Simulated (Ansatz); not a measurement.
Ansatz results at the PBE0-D4/def2-TZVP geometry: size of the dipole moment (PBE/def2-TZVPP) 0.48 D; LUMO energy (B3LYP/def2-TZVPP) 0.50 eV; HOMO–LUMO gap (B3LYP/def2-TZVPP) 7.03 eV.

Each molecule was computed in one conformer, which needn't be the lowest.

**Question.** Which molecule gave them?
A. `NCC1CO1`
B. `C#CCNC`
C. `CC(=O)Oc1ccccc1`
D. `CCC(C)(C)S`

**Answer.** B. The others give `NCC1CO1`: 1.97, 0.54, 7.36; `CC(=O)Oc1ccccc1`: 1.65, -0.60, 6.32; `CCC(C)(C)S`: 1.64, 0.34, 6.81.

B3LYP here is the variant with VWN-RPA as its local correlation; programs differ in this.
